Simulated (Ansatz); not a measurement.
Geometry optimisation, RKS PBE/def2-SVP in Ansatz.

Input file:

```yaml
crystal:
  periodic: [false, false, false]
  atoms:
    - { symbol: W, position_ang: [-0.101476, -0.080909, -0.067148] }
    - { symbol: O, position_ang: [-0.132725, 0.007561, 1.84502] }
    - { symbol: H, position_ang: [-0.754849, -0.341117, 2.510697] }
    - { symbol: F, position_ang: [1.752234, -0.137821, -0.182167] }
    - { symbol: F, position_ang: [-0.13177, 1.760913, -0.32665] }
    - { symbol: F, position_ang: [-1.97851, -0.092246, -0.001127] }
    - { symbol: F, position_ang: [-0.127215, -1.953869, 0.039031] }
    - { symbol: F, position_ang: [-0.284016, -0.311432, -1.911384] }
    - { symbol: Br, position_ang: [2.219687, 2.359842, 1.666243] }
    - { symbol: H, position_ang: [1.422839, 1.417979, 2.526286] }
basis:
  gaussian: { orbitals: def2-SVP }
hamiltonian:
  xc: pbe
relax:
  f_tol: 0.03
  max_steps: 50
```

Run as:

```bash
$ ansatz run input.yaml --threads 4 --pin off --max-ram 5120MiB --backend cpu --events-out ev --progress --plain --runs-dir out
```

Problem. Where does it end, and by what steps?

Solution. It converged. The force dipped under the threshold on the way, but the program's further checks kept it going. After 23 steps the energy has fallen by 0.254 eV; Br9 moved furthest, 1.66 Å.

```json
{"step": "0", "energy less start (eV)": "0.0000", "largest force component (eV/Å)": "1.052", "accepted": "yes"}
{"step": "1", "energy less start (eV)": "-0.1387", "largest force component (eV/Å)": "0.368", "accepted": "yes"}
{"step": "2", "energy less start (eV)": "-0.1832", "largest force component (eV/Å)": "0.143", "accepted": "yes"}
{"step": "3", "energy less start (eV)": "-0.2037", "largest force component (eV/Å)": "0.255", "accepted": "yes"}
{"step": "4", "energy less start (eV)": "-0.2182", "largest force component (eV/Å)": "0.160", "accepted": "yes"}
{"step": "5", "energy less start (eV)": "-0.2224", "largest force component (eV/Å)": "0.111", "accepted": "yes"}
{"step": "6", "energy less start (eV)": "-0.2285", "largest force component (eV/Å)": "0.089", "accepted": "yes"}
{"step": "7", "energy less start (eV)": "-0.2253", "largest force component (eV/Å)": "0.529", "accepted": "no"}
{"step": "8", "energy less start (eV)": "-0.2350", "largest force component (eV/Å)": "0.085", "accepted": "yes"}
{"step": "9", "energy less start (eV)": "-0.2380", "largest force component (eV/Å)": "0.195", "accepted": "yes"}
{"step": "10", "energy less start (eV)": "-0.2411", "largest force component (eV/Å)": "0.136", "accepted": "yes"}
{"step": "11", "energy less start (eV)": "-0.2448", "largest force component (eV/Å)": "0.115", "accepted": "yes"}
{"step": "12", "energy less start (eV)": "-0.2466", "largest force component (eV/Å)": "0.176", "accepted": "yes"}
{"step": "13", "energy less start (eV)": "-0.2486", "largest force component (eV/Å)": "0.098", "accepted": "yes"}
{"step": "14", "energy less start (eV)": "-0.2502", "largest force component (eV/Å)": "0.079", "accepted": "yes"}
{"step": "15", "energy less start (eV)": "-0.2519", "largest force component (eV/Å)": "0.135", "accepted": "yes"}
{"step": "16", "energy less start (eV)": "-0.2528", "largest force component (eV/Å)": "0.047", "accepted": "yes"}
{"step": "17", "energy less start (eV)": "-0.2533", "largest force component (eV/Å)": "0.042", "accepted": "yes"}
{"step": "18", "energy less start (eV)": "-0.2536", "largest force component (eV/Å)": "0.038", "accepted": "yes"}
{"step": "19", "energy less start (eV)": "-0.2539", "largest force component (eV/Å)": "0.037", "accepted": "yes"}
{"step": "20", "energy less start (eV)": "-0.2540", "largest force component (eV/Å)": "0.040", "accepted": "yes"}
{"step": "21", "energy less start (eV)": "-0.2542", "largest force component (eV/Å)": "0.030", "accepted": "yes"}
{"step": "22", "energy less start (eV)": "-0.2543", "largest force component (eV/Å)": "0.010", "accepted": "yes"}
{"step": "23", "energy less start (eV)": "-0.2543", "largest force component (eV/Å)": "0.005", "accepted": "yes"}
```

```xyz
10
Properties=species:S:1:pos:R:3
W -0.234 -0.145 -0.236
O -0.116 0.481 1.535
H -0.674 0.581 2.329
F 1.555 0.264 -0.561
F -0.698 1.543 -0.892
F -2.029 -0.540 0.131
F 0.290 -1.871 0.254
F -0.544 -0.810 -1.952
Br 2.661 1.857 3.181
H 1.673 1.268 2.310
```

The run took 62 s on 4 threads of Arm Neoverse V2, with other jobs on the host, peak memory 0.25 GiB.
